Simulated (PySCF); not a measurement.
Re⁵⁵⁺: ionisation energy

Re⁵⁵⁺ [Ar] 3d2 (3F) → Re⁵⁶⁺ [Ar] 3d1 (2D), as a difference of total energies. Calculation: PySCF 2.14, in an even-tempered Gaussian basis (19 s from 14 bohr⁻², ratio 2.2; 12 p from 18 bohr⁻², ratio 2.2; 8 d from 18 bohr⁻², ratio 2.2; 4 f from 64 bohr⁻², ratio 2.4; 3 g from 96 bohr⁻², ratio 2.4; 3 h from 140 bohr⁻², ratio 2.4); the non-relativistic Hamiltonian (point nucleus). Correlated levels: outer shells: [Ne] frozen; virtual orbitals above 40 to 60 times the deepest correlated orbital energy dropped. The calculations carry no spin-orbit coupling.

```json
{"method": "UHF", "ionisation energy (eV)": "5324.7"}
{"method": "LDA", "ionisation energy (eV)": "5322.4"}
{"method": "PBE", "ionisation energy (eV)": "5323.8"}
{"method": "PBE0", "ionisation energy (eV)": "5324.4"}
{"method": "r2SCAN", "ionisation energy (eV)": "5326.6"}
{"method": "MP2 (outer shells)", "ionisation energy (eV)": "5323.6"}
{"method": "SCS-MP2 (outer shells)", "ionisation energy (eV)": "5323.5"}
```

Spin-orbit coupling is strong in these open shells (close to jj coupling). The scalar numbers leave it out and a first-order estimate fails, so it can dominate the gap to the real levels.

The gap to the reference is mostly relativistic.

For comparison: 5388 ± 5 eV (theoretical estimate listed by NIST; NIST Atomic Spectra Database, ionization energies).
